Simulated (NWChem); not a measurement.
System: VSCl$_{3}$; SMILES [S]=[V]([Cl])([Cl])[Cl]

Here is an NWChem input.

```
start job
memory heap 200 mb stack 900 mb global 1100 mb
geometry units angstroms noautosym nocenter noautoz
  V      0.000000     0.000000     0.043451
  S      0.000000     0.000000     2.030437
  Cl     0.307482     2.005739    -0.649351
  Cl    -1.890762    -0.736582    -0.649351
  Cl     1.583279    -1.269157    -0.649351
end
basis spherical
  * library cc-pvtz
end
dft
  xc xpbe96 cpbe96
  iterations 150
  semidirect filesize 400000000
end
property
  efieldgrad
end
task dft property
```

The geometry was optimised at B3LYP/6-31G* (spherical d).

Vzz is the largest principal value of the second derivative of the potential at the nucleus (NWChem prints the opposite sign); η is the asymmetry. Non-relativistic.

Atoms are numbered as in the input.

### Question
Give the results of this calculation. (PBE/cc-pVTZ.) Quantities: Vzz V1 (a.u.); η V1; Vzz S2 (a.u.); η S2; Vzz Cl5 (a.u.); η Cl5.

### Answer
```json
{
  "Vzz V1 (a.u.)": "-0.500",
  "η V1": "0.00",
  "Vzz S2 (a.u.)": "-0.525",
  "η S2": "0.00",
  "Vzz Cl5 (a.u.)": "0.924",
  "η Cl5": "0.82"
}
```
